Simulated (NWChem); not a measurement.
C₃H₆Ge; SMILES [GeH3][CH]=C=C

All runs: NWChem. Coordinates come from a PBE-D3(BJ)/def2-SVP optimisation. Ions are spin-unrestricted doublets at the neutral geometry; other ion states weren't tried.

```tsv
level	vertical ionisation energy, ΔSCF (eV)	−ε(HOMO) (eV)	ΔSCF minus −ε(HOMO) (eV)
B3LYP/def2-SVP	9.42	7.10	2.32
M06-2X/def2-SVP	(withheld)	(withheld)	(withheld)
LRC-wPBEh/def2-SVP	9.51	9.21	0.30
```

Some entries are withheld; supply them.


- M06-2X/def2-SVP, vertical ionisation energy, ΔSCF (eV): 9.55
- M06-2X/def2-SVP, −ε(HOMO) (eV): 8.48
- M06-2X/def2-SVP, ΔSCF minus −ε(HOMO) (eV): 1.07
